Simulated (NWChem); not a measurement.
Program: NWChem. System: SSn, charge 0, spin multiplicity 1, at a geometry optimised with PBE0/def2-SVP with def2 effective core potentials on Sn. The structure started from a generated list of species. Level: EOM-CCSD/def2-SVPD with def2 effective core potentials on Sn, 9 core orbitals frozen.

Part of the output:

```
             Northwest Computational Chemistry Package (NWChem) 7.3.0
             --------------------------------------------------------

                                NWChem Input Module
                                -------------------

 Scaling coordinates for geometry "geometry" by  1.889725989
 (inverse scale =  0.529177249)

 Turning off AUTOSYM since
 SYMMETRY directive was detected!

                             Geometry "geometry" -> ""
                             -------------------------

 Output coordinates in angstroms (scale by  1.889725989 to convert to a.u.)

  No.       Tag          Charge          X              Y              Z
 ---- ---------------- ---------- -------------- -------------- --------------
    1 Sn                  50.0000     0.00000000     0.00000000     0.53880000
    2 S                   16.0000     0.00000000     0.00000000    -1.68375000

 Effective nuclear repulsion energy (a.u.)     190.4757144720

            Nuclear Dipole moment (a.u.)
            ----------------------------
        X                 Y               Z
 ---------------- ---------------- ----------------
     0.0000000000     0.0000000000    -0.0000000000

      Symmetry information
      --------------------

 Group name             C2v
 Group number             16
 Group order               4
 No. of unique centers     2

      Symmetry unique atoms

     1    2


 Summary of "ao basis" -> "" (spherical)
 ------------------------------------------------------------------------------
       Tag                 Description            Shells   Functions and Types
 ---------------- ------------------------------  ------  ---------------------
 *                         def2-svpd                  on all atoms

 Summary of "ao basis" -> "ao basis" (spherical)
 ------------------------------------------------------------------------------
       Tag                 Description            Shells   Functions and Types
 ---------------- ------------------------------  ------  ---------------------
 Sn                        def2-svpd                12       32   5s4p3d
 S                         def2-svpd                11       27   5s4p2d

                                 NWChem SCF Module
                                 -----------------

  ao basis        = "ao basis"
  functions       =    59
  atoms           =     2
  closed shells   =    19
  open shells     =     0
  charge          =   0.00
  wavefunction    = RHF
  use symmetry    = T
  symmetry adapt  = T

 Summary of "ao basis" -> "ao basis" (spherical)
 ------------------------------------------------------------------------------
       Tag                 Description            Shells   Functions and Types
 ---------------- ------------------------------  ------  ---------------------
 Sn                        def2-svpd                12       32   5s4p3d
 S                         def2-svpd                11       27   5s4p2d

      Symmetry analysis of basis
      --------------------------

        a1         28
        a2          5
        b1         13
        b2         13

 Forming initial guess at       0.1s

      Superposition of Atomic Density Guess
      -------------------------------------

 Sum of atomic energies:        -646.44440132

      Non-variational initial energy
      ------------------------------

 Total energy =    -610.744742
 1-e energy   =   -1092.333014
 2-e energy   =     397.778957
 HOMO         =      -0.281112
 LUMO         =      -0.045953

      Symmetry analysis of molecular orbitals - initial
      -------------------------------------------------

 !! scf_movecs_sym_adapt:   36 vectors were symmetry contaminated

  Symmetry fudging

 !! scf_movecs_sym_adapt:   32 vectors were symmetry contaminated

  Numbering of irreducible representations:

     1 a1          2 a2          3 b1          4 b2

  Orbital symmetries:

     1 a1          2 a1          3 a1          4 b1          5 b2
     6 a1          7 a1          8 b1          9 b2         10 a1
    11 b1         12 b2         13 a2         14 a1         15 a1
    16 a1         17 b1         18 b2         19 a1         20 b1
    21 b2         22 a1         23 a1         24 a1         25 b1
[...]
   0.0000276092512   0.1243572121749    3.38393     0.4     0.4

 Iteration  11 using   12 trial vectors
   0.0000102403204   0.1243574451068    3.38394     0.5     0.5

 Iteration  12 using   13 trial vectors
   0.0000035269376   0.1243574969838    3.38394     0.5     0.5
 --------------------------------------------------------------
 Iterations converged
 ------------------

 Excited state root  1
 Excitation energy / hartree =        0.124357496983825
                   / eV      =        3.383941108431417
 largest EOMCCSD amplitudes: R1 and R2

 Singles contributions
    20b1  (alpha) ---    18b1  (alpha)       -0.6252893141
    21b2  (alpha) ---    19b2  (alpha)        0.6252893141

 Doubles contributions
    20b1  (alpha)    20b1  (beta ) ---    18b1  (alpha)    18b1  (beta )        0.2130062560
    21b2  (alpha)    21b2  (beta ) ---    19b2  (alpha)    19b2  (beta )       -0.2130062560

 =========================================
 Excited-state calculation ( a2  symmetry)
 =========================================
 Dim. of EOMCC iter. space      500

 EOMCCSD SOLVER TYPE  1
  maxdiff =   0.35326702234194418

 No. of initial right vectors    2

 EOM-CCSD right-hand side iterations
 --------------------------------------------------------------
      Residuum       Omega / hartree  Omega / eV    Cpu    Wall
 --------------------------------------------------------------

 Iteration   1 using    2 trial vectors
   0.4163714412010   0.2256820740609    6.14112     1.1     1.1

 Iteration   2 using    3 trial vectors
   0.0930028082647   0.1300199321920    3.53802     0.4     0.4

 Iteration   3 using    4 trial vectors
   0.0291596923217   0.1254643765841    3.41406     0.4     0.4

 Iteration   4 using    5 trial vectors
   0.0103844908214   0.1247012562536    3.39330     0.4     0.4

 Iteration   5 using    6 trial vectors
   0.0030184749326   0.1245411590603    3.38894     0.4     0.4

 Iteration   6 using    7 trial vectors
   0.0011554688581   0.1244698961757    3.38700     0.4     0.4

 Iteration   7 using    8 trial vectors
   0.0003773547151   0.1244759479979    3.38716     0.5     0.5

 Iteration   8 using    9 trial vectors
   0.0001150060618   0.1244756650289    3.38716     0.5     0.5

 Iteration   9 using   10 trial vectors
   0.0000342436954   0.1244755972666    3.38715     0.5     0.5

 Iteration  10 using   11 trial vectors
   0.0000098010968   0.1244755466877    3.38715     0.5     0.5
 --------------------------------------------------------------
 Iterations converged
 ------------------

 Excited state root  1
 Excitation energy / hartree =        0.124475546687651
                   / eV      =        3.387153405681715
 largest EOMCCSD amplitudes: R1 and R2

 Singles contributions
    20b1  (alpha) ---    19b2  (alpha)        0.6374595818
    21b2  (alpha) ---    18b1  (alpha)       -0.6374595818

 Doubles contributions

 =========================================
 Excited-state calculation ( b1  symmetry)
 =========================================
 Dim. of EOMCC iter. space      500

 EOMCCSD SOLVER TYPE  1
  maxdiff =   0.36059876006031583

 No. of initial right vectors    1

 EOM-CCSD right-hand side iterations
 --------------------------------------------------------------
      Residuum       Omega / hartree  Omega / eV    Cpu    Wall
 --------------------------------------------------------------

 Iteration   1 using    1 trial vectors
   0.4063654656307   0.2290665876404    6.23322     0.8     0.8

 Iteration   2 using    2 trial vectors
   0.1014550509272   0.1481824741859    4.03225     0.5     0.5

 Iteration   3 using    3 trial vectors
   0.0434420192637   0.1423578165718    3.87375     0.5     0.5

 Iteration   4 using    4 trial vectors
   0.0208838089329   0.1405621984304    3.82489     0.5     0.5

 Iteration   5 using    5 trial vectors
   0.0082725692215   0.1400372950098    3.81061     0.5     0.5

 Iteration   6 using    6 trial vectors
   0.0037381471868   0.1399554342644    3.80838     0.5     0.5

 Iteration   7 using    7 trial vectors
   0.0017841549713   0.1399431677348    3.80805     0.5     0.5

 Iteration   8 using    8 trial vectors
   0.0008197630564   0.1399603891876    3.80852     0.5     0.5

 Iteration   9 using    9 trial vectors
   0.0003284447911   0.1399619645833    3.80856     0.5     0.5

 Iteration  10 using   10 trial vectors
   0.0001182732941   0.1399618861995    3.80856     0.5     0.5

 Iteration  11 using   11 trial vectors
   0.0000563476515   0.1399624806983    3.80857     0.5     0.5

 Iteration  12 using   12 trial vectors
   0.0000335078827   0.1399617197329    3.80855     0.5     0.5

 Iteration  13 using   13 trial vectors
   0.0000172144221   0.1399617871411    3.80856     0.5     0.5

 Iteration  14 using   14 trial vectors
   0.0000083797490   0.1399617054411    3.80855     0.5     0.5
 --------------------------------------------------------------
 Iterations converged
 ------------------

 Excited state root  1
 Excitation energy / hartree =        0.139961705441103
                   / eV      =        3.808553405589381
 largest EOMCCSD amplitudes: R1 and R2

 Singles contributions
    20b1  (alpha) ---    17a1  (alpha)       -0.9062185214
    29b1  (alpha) ---    17a1  (alpha)       -0.1137042068

 Doubles contributions

 =========================================
 Excited-state calculation ( b2  symmetry)
 =========================================
 Dim. of EOMCC iter. space      500

 EOMCCSD SOLVER TYPE  1
  maxdiff =   0.36059876006031732

 No. of initial right vectors    1

 EOM-CCSD right-hand side iterations
 --------------------------------------------------------------
      Residuum       Omega / hartree  Omega / eV    Cpu    Wall
 --------------------------------------------------------------

 Iteration   1 using    1 trial vectors
   0.4063654656307   0.2290665876404    6.23322     0.6     0.6

 Iteration   2 using    2 trial vectors
   0.1014550509272   0.1481824741859    4.03225     0.4     0.4

 Iteration   3 using    3 trial vectors
   0.0434420192637   0.1423578165718    3.87375     0.3     0.3

 Iteration   4 using    4 trial vectors
   0.0208838089329   0.1405621984304    3.82489     0.6     0.6

 Iteration   5 using    5 trial vectors
   0.0082725692215   0.1400372950098    3.81061     0.6     0.6

 Iteration   6 using    6 trial vectors
   0.0037381471868   0.1399554342644    3.80838     0.5     0.5

 Iteration   7 using    7 trial vectors
   0.0017841549713   0.1399431677348    3.80805     0.4     0.4

 Iteration   8 using    8 trial vectors
   0.0008197630564   0.1399603891876    3.80852     0.5     0.5

 Iteration   9 using    9 trial vectors
   0.0003284447911   0.1399619645834    3.80856     0.6     0.6

 Iteration  10 using   10 trial vectors
   0.0001182732941   0.1399618861995    3.80856     0.5     0.5

 Iteration  11 using   11 trial vectors
   0.0000563476515   0.1399624806983    3.80857     0.6     0.6

 Iteration  12 using   12 trial vectors
   0.0000335078827   0.1399617197329    3.80855     0.6     0.6

 Iteration  13 using   13 trial vectors
   0.0000172144221   0.1399617871411    3.80856     0.6     0.6

 Iteration  14 using   14 trial vectors
   0.0000083797490   0.1399617054411    3.80855     0.5     0.5
 --------------------------------------------------------------
 Iterations converged
 ------------------

 Excited state root  1
 Excitation energy / hartree =        0.139961705441105
                   / eV      =        3.808553405589427
 largest EOMCCSD amplitudes: R1 and R2

 Singles contributions
    21b2  (alpha) ---    17a1  (alpha)       -0.9062185214
    30b2  (alpha) ---    17a1  (alpha)        0.1137042068

 Doubles contributions

 Task  times  cpu:       34.1s     wall:       34.1s

 Total times  cpu:       34.1s     wall:       34.1s
```

Write an NWChem input that would produce this output.

Several could match; the one computed here: 
```
start mol
memory heap 100 mb stack 700 mb global 1900 mb
geometry units angstroms nocenter noautoz
  Sn     0.000000     0.000000     0.538800
  S      0.000000     0.000000    -1.683750
  symmetry group C2v
end
basis spherical
  * library def2-svpd
end
ecp
  Sn library def2-ecp
end
scf
  rhf
  nopen 0
  maxiter 100
  thresh 1e-7
  semidirect memsize 60000000 filesize 0
end
tce
  freeze core 9
  ccsd
  nroots 1
  2eorb
  2emet 13
  thresh 1e-5
  maxiter 200
  tilesize 24
end
task tce energy
```
